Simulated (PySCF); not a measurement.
Compound: 3-methylhexane, C7H16.
Numbering: `[CH3:1][CH2:2][CH2:3][C@H:4]([CH3:5])[CH2:6][CH3:7]` (hydrogens: H8, H9, H10 on C1; H11, H12 on C2; H13, H14 on C3; H15 on C4; H16, H17, H18 on C5; H19, H20 on C6; H21, H22, H23 on C7)

Structure optimised with GFN2-xTB, isolated species.

(1) Give the optimised bond lengths and angles.

## Answers

(1) 
| bond | length (Å) | order |
| --- | --- | --- |
| C1–C2 | 1.524 | single |
| C2–C3 | 1.527 | single |
| C3–C4 | 1.534 | single |
| C4–C5 | 1.527 | single |
| C4–C6 | 1.535 | single |
| C6–C7 | 1.525 | single |
| C1–H8, C1–H9, C1–H10 | 1.088 | single |
| C2–H11 | 1.093 | single |
| C2–H12 | 1.091 | single |
| C3–H13 | 1.093 | single |
| C3–H14 | 1.093 | single |
| C4–H15 | 1.096 | single |
| C5–H16, C5–H17, C5–H18 | 1.087 | single |
| C6–H19 | 1.093 | single |
| C6–H20 | 1.093 | single |
| C7–H21, C7–H22, C7–H23 | 1.087 | single |

Bonds in one row agree within 0.01 Å and their mean is given. Orders are formal, as drawn. A selection of angles:
| angle | degrees |
| --- | --- |
| C2–C1–H8 | 110.5 |
| C2–C1–H9 | 110.6 |
| H8–C1–H9 | 108.3 |
| C1–C2–C3 | 111.5 |
| C1–C2–H11 | 109.4 |
| C1–C2–H12 | 108.8 |
| C3–C2–H11 | 109.2 |
| C3–C2–H12 | 110.0 |
| H11–C2–H12 | 107.8 |
| C2–C3–C4 | 114.0 |
| C2–C3–H13 | 109.3 |
| C2–C3–H14 | 108.1 |
| C4–C3–H13 | 109.1 |
| C4–C3–H14 | 108.6 |
| H13–C3–H14 | 107.4 |
| C3–C4–C5 | 111.2 |
| C3–C4–C6 | 109.5 |
| C3–C4–H15 | 108.2 |
| C5–C4–C6 | 111.0 |
| C5–C4–H15 | 108.6 |
| C6–C4–H15 | 108.2 |
| C4–C5–H16 | 110.9 |
| C4–C5–H18 | 110.3 |
| H16–C5–H17 | 107.7 |
| H17–C5–H18 | 108.6 |
| C4–C6–C7 | 113.8 |
| C4–C6–H19 | 109.1 |
| C4–C6–H20 | 108.5 |
| C7–C6–H19 | 109.5 |
| C7–C6–H20 | 108.3 |
| H19–C6–H20 | 107.5 |
| C6–C7–H21 | 110.1 |
| C6–C7–H22 | 111.4 |
| H21–C7–H22 | 108.0 |

Dihedral angles: C1–C2–C3–C4 -176° (antiperiplanar); C2–C3–C4–C5 -67° (synclinal); C3–C4–C6–C7 -168° (antiperiplanar).

Of the pairs four or more bonds apart, H12···H17 is among the closest relative to their van der Waals radii: 2.21 Å, 92 % of the sum of Bondi's values.

Point group: C1 (no symmetry element, even within 0.4 Å). No GFN2-xTB frequencies stand behind this structure, so it isn't proved a minimum. One conformer, not necessarily the lowest.

The numbers are calculated, not measured.
